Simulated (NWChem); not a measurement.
System: C3H4BFO; SMILES FB1C=CCO1

NWChem input:

```
start job
memory heap 200 mb stack 900 mb global 1100 mb
geometry units angstroms noautosym nocenter noautoz
  F      0.066601    -2.114850     0.000000
  B      0.073272    -0.784968     0.000000
  C      1.269899     0.204863     0.000000
  C      0.693384     1.419807     0.000000
  C     -0.809049     1.307478     0.000000
  O     -1.108791    -0.089680     0.000000
  H      2.341319     0.036629     0.000000
  H      1.186017     2.389859     0.000000
  H     -1.264312     1.770514    -0.885759
  H     -1.264312     1.770514     0.885759
end
basis spherical
  F library 6-31+g*
  B library 6-31+g*
  C library 6-31+g*
  O library 6-31+g*
  H library 6-31+g*
end
dft
  xc xpbe96 cpbe96
  iterations 150
end
property
  response 1 0.0
end
task dft property
```

NWChem printed, in part:

```
             Northwest Computational Chemistry Package (NWChem) 7.3.0
             --------------------------------------------------------

                             Geometry "geometry" -> ""
                             -------------------------

 Output coordinates in angstroms (scale by  1.889725989 to convert to a.u.)

  No.       Tag          Charge          X              Y              Z
 ---- ---------------- ---------- -------------- -------------- --------------
    1 F                    9.0000     0.06660100    -2.11485000     0.00000000
    2 B                    5.0000     0.07327200    -0.78496800     0.00000000
    3 C                    6.0000     1.26989900     0.20486300     0.00000000
    4 C                    6.0000     0.69338400     1.41980700     0.00000000
    5 C                    6.0000    -0.80904900     1.30747800     0.00000000
    6 O                    8.0000    -1.10879100    -0.08968000     0.00000000
    7 H                    1.0000     2.34131900     0.03662900     0.00000000
    8 H                    1.0000     1.18601700     2.38985900     0.00000000
    9 H                    1.0000    -1.26431200     1.77051400    -0.88575900
   10 H                    1.0000    -1.26431200     1.77051400     0.88575900

 Effective nuclear repulsion energy (a.u.)     212.8569645102

  pbe96 is a nonlocal functional; adding pw91lda local functional.
                              NWChem Property Module
                              ----------------------

                                 NWChem DFT Module
                                 -----------------

 Summary of "ao basis" -> "ao basis" (spherical)
 ------------------------------------------------------------------------------
       Tag                 Description            Shells   Functions and Types
 ---------------- ------------------------------  ------  ---------------------
 F                          6-31+g*                  8       18   4s3p1d
 B                          6-31+g*                  8       18   4s3p1d
 C                          6-31+g*                  8       18   4s3p1d
 O                          6-31+g*                  8       18   4s3p1d
 H                          6-31+g*                  2        2   2s

            General Information
            -------------------
          SCF calculation type: DFT
          Wavefunction type:  closed shell.
          No. of atoms     :    10
          No. of electrons :    44
           Alpha electrons :    22
            Beta electrons :    22
          Charge           :     0
          Spin multiplicity:     1
          Use of symmetry is: off; symmetry adaption is: off
          Maximum number of iterations: 150
          AO basis - number of functions:   116
                     number of shells:    56
          Convergence on energy requested:  1.00D-06
          Convergence on density requested:  1.00D-05
          Convergence on gradient requested:  5.00D-04

              XC Information
              --------------
          PerdewBurkeErnzerhof Exchange Functional  1.000
            Perdew 1991 LDA Correlation Functional  1.000 local
           PerdewBurkeErnz. Correlation Functional  1.000 non-local

             Grid Information
             ----------------
          Grid used for XC integration:  medium
          Radial quadrature: Mura-Knowles
          Angular quadrature: Lebedev.
          Tag              B.-S. Rad. Rad. Pts. Rad. Cut. Ang. Pts.
          ---              ---------- --------- --------- ---------
          F                   0.50       49          12.0       434
          B                   0.85       49          12.0       434
          C                   0.70       49          12.0       434
          O                   0.60       49          11.0       434
          H                   0.35       45          12.0       434
          Grid pruning is: on
          Number of quadrature shells:   474
          Spatial weights used:  Erf1

      Superposition of Atomic Density Guess
      -------------------------------------

 Sum of atomic energies:        -313.64830067

      Non-variational initial energy
      ------------------------------

 Total energy =    -316.849746
 1-e energy   =    -850.071514
 2-e energy   =     320.364804
 HOMO         =      -0.333726
 LUMO         =      -0.024119

   convergence    iter        energy       DeltaE   RMS-Dens  Diis-err
 ---------------- ----- ----------------- --------- --------- ---------
 d= 0,ls=0.0,diis     1   -316.2610363252 -5.29D+02  2.19D-02  1.01D+00
 d= 0,ls=0.0,diis     2   -316.0841498002  1.77D-01  1.37D-02  2.99D+00
 d= 0,ls=0.0,diis     3   -316.3628516240 -2.79D-01  3.24D-03  1.17D-01
 d= 0,ls=0.0,diis     4   -316.3676167784 -4.77D-03  1.77D-03  6.61D-02
 d= 0,ls=0.0,diis     5   -316.3752804186 -7.66D-03  4.46D-04  3.67D-03
  Resetting Diis
 d= 0,ls=0.0,diis     6   -316.3756649395 -3.85D-04  2.02D-04  4.43D-04
 d= 0,ls=0.0,diis     7   -316.3757196122 -5.47D-05  1.48D-04  4.48D-05
 d= 0,ls=0.0,diis     8   -316.3756956353  2.40D-05  1.05D-04  2.53D-04
 d= 0,ls=0.0,diis     9   -316.3757245962 -2.90D-05  9.05D-06  1.49D-06
 d= 0,ls=0.0,diis    10   -316.3757247710 -1.75D-07  2.84D-06  1.47D-07

         Total DFT energy =     -316.375724770991
      One electron energy =     -854.499772344425
           Coulomb energy =      365.816484264974
    Exchange-Corr. energy =      -40.549401201773
 Nuclear repulsion energy =      212.856964510234

 Numeric. integr. density =       43.999988961040

                       DFT Final Molecular Orbital Analysis
                       ------------------------------------

 Vector   20  Occ=2.000000D+00  E=-2.925023D-01
              MO Center=  5.6D-02, -3.0D-01, -2.1D-08, r^2= 2.8D+00
   Bfn.  Coefficient  Atom+Function         Bfn.  Coefficient  Atom+Function
  ----- ------------  ---------------      ----- ------------  ---------------
    93      0.390132   6 O  px               46     -0.299586   3 C  s
     3      0.278563   1 F  px               40      0.274145   3 C  py
    21     -0.256803   2 B  px               97      0.217561   6 O  px
    39      0.202451   3 C  px                7      0.180587   1 F  px
    42     -0.179479   3 C  s                64      0.168953   4 C  s

 Vector   21  Occ=2.000000D+00  E=-2.821221D-01
              MO Center= -8.9D-01,  1.1D-01,  1.7D-08, r^2= 2.1D+00
   Bfn.  Coefficient  Atom+Function         Bfn.  Coefficient  Atom+Function
  ----- ------------  ---------------      ----- ------------  ---------------
    95      0.522368   6 O  pz               99      0.345965   6 O  pz
     5     -0.209911   1 F  pz               77     -0.201279   5 C  pz
   114      0.174133   9 H  s               116     -0.174133  10 H  s
    23      0.158128   2 B  pz              113      0.143652   9 H  s
   115     -0.143652  10 H  s                 9     -0.136929   1 F  pz

 Vector   22  Occ=2.000000D+00  E=-2.596295D-01
              MO Center=  7.7D-01,  7.1D-01,  5.8D-10, r^2= 2.0D+00
   Bfn.  Coefficient  Atom+Function         Bfn.  Coefficient  Atom+Function
  ----- ------------  ---------------      ----- ------------  ---------------
    41      0.392070   3 C  pz               59      0.379519   4 C  pz
    45      0.241198   3 C  pz               63      0.238793   4 C  pz
    95     -0.163677   6 O  pz               99     -0.115064   6 O  pz
    77     -0.091056   5 C  pz              114      0.088869   9 H  s
   116     -0.088869  10 H  s                 5     -0.071779   1 F  pz

 Vector   23  Occ=0.000000D+00  E=-6.948121D-02
              MO Center=  5.7D-01,  5.8D-01,  7.2D-10, r^2= 3.2D+00
   Bfn.  Coefficient  Atom+Function         Bfn.  Coefficient  Atom+Function
  ----- ------------  ---------------      ----- ------------  ---------------
    67      0.516195   4 C  pz               63      0.448407   4 C  pz
    59      0.429081   4 C  pz               49     -0.412347   3 C  pz
    45     -0.332594   3 C  pz               41     -0.295054   3 C  pz
    23     -0.263587   2 B  pz               85     -0.248929   5 C  pz
    27     -0.199232   2 B  pz              114      0.191089   9 H  s

 Vector   24  Occ=0.000000D+00  E=-1.269894D-02
              MO Center=  2.5D-01,  1.2D+00, -3.5D-07, r^2= 1.2D+01
   Bfn.  Coefficient  Atom+Function         Bfn.  Coefficient  Atom+Function
  ----- ------------  ---------------      ----- ------------  ---------------
    28      2.998025   2 B  s                82     -1.993808   5 C  s
    46     -1.047229   3 C  s                30      0.896856   2 B  py
    64      0.818735   4 C  s                83     -0.686769   5 C  px
    48      0.484018   3 C  py               65     -0.471184   4 C  px
    47      0.433592   3 C  px               78     -0.392276   5 C  s

 Vector   25  Occ=0.000000D+00  E= 2.227100D-03
              MO Center=  1.3D-02,  7.6D-01, -1.0D-06, r^2= 1.4D+01
   Bfn.  Coefficient  Atom+Function         Bfn.  Coefficient  Atom+Function
  ----- ------------  ---------------      ----- ------------  ---------------
    64     -3.571490   4 C  s                46      3.424822   3 C  s
    66      1.191940   4 C  py               28     -0.835311   2 B  s
    47     -0.796826   3 C  px               84      0.719520   5 C  py
    82      0.597186   5 C  s               100      0.443826   6 O  s
    30      0.440047   2 B  py               78     -0.337308   5 C  s

     Multipole analysis of the density
     ---------------------------------

     L   x y z        total         alpha         beta         nuclear
     -   - - -        -----         -----         ----         -------
     0   0 0 0     -0.000000    -22.000000    -22.000000     44.000000

     1   1 0 0      0.301823      0.132433      0.132433      0.036957
     1   0 1 0      1.208638      0.713475      0.713475     -0.218312
     1   0 0 1      0.000000      0.000000      0.000000      0.000000

     2   2 0 0    -25.294841    -77.775414    -77.775414    130.255986
     2   1 1 0     -1.184844      1.542472      1.542472     -4.269788
     2   1 0 1      0.000000      0.000000      0.000000      0.000000
     2   0 2 0    -25.094794   -151.791502   -151.791502    278.488211
     2   0 1 1     -0.000001     -0.000000     -0.000000      0.000000
     2   0 0 2    -25.337282    -15.470387    -15.470387      5.603493

 *** CALLING NEW AORESP DRIVER FOR CLOSED AND OPEN SHELLS ***
 Entering AOResponse driver routine

--------------------------------------------------------------------------------

          -----------------------------------------------
          Solving response equations for perturbing field
          -----------------------------------------------

 number of frequencies:     1
 frequency in a.u.:  0.0000000E+00
 Perturbing field: electric
 Using El. Dipole Length Gauge

 Setting up CPKS with frequency omega =      0.00000000 a.u.

 STATIC response

                                NWChem CPHF Module
                                ------------------

  scftype          =     RHF
  nclosed          =       22
  nopen            =        0
  variables        =     2068
  # of vectors     =        3
  tolerance        = 0.10D-03
  level shift      = 0.00D+00
  max iterations   =       50
  max subspace     =       30

 SCF residual:    1.1202640906459654E-004

Iterative solution of linear equations
  No. of variables     2068
  No. of equations        3
  Maximum subspace       30
        Iterations       50
       Convergence  1.0D-04

   iter   nsub   residual    time
   ----  ------  --------  ---------
     1      3    1.12D+01      41.1
     2      6    4.52D+00      51.4
     3      9    7.00D-01      61.5
     4     12    3.75D-01      72.8
     5     15    6.10D-02      84.1
     6     18    7.42D-03      93.6
     7     21    6.37D-04     103.2
     8     24    5.82D-05     112.4

 Electric Dipole Response Matrix (nonzero elements):

              1        2        3
    1   51.2366  -5.1087  -0.0000
    2   -5.1087  60.4553   0.0000
    3   -0.0000   0.0000  34.7579

 ------------------------------------------
 average:        48.81661 + I       0.00000

 DFT Linear Response polarizability / au
 Frequency  =       0.0000000 / au
              X              Y              Z
 -----------------------------------------------
 X      51.2366095     -5.1086653     -0.0000007
 Y      -5.1086924     60.4552970      0.0000017
 Z      -0.0000007      0.0000017     34.7579198
 -----------------------------------------------
 Eigenvalues =      48.9652186     62.7266880     34.7579198
 Isotropic   =      48.8166088
 Anisotropic =      24.2226896
 -----------------------------------------------

 Magnetic Dipole Response Matrix (nonzero elements):

 Exiting AOResponse driver routine
```

Level: PBE/6-31+G* (spherical d). Structure relaxed at the B3LYP/6-31G* (spherical d) level.
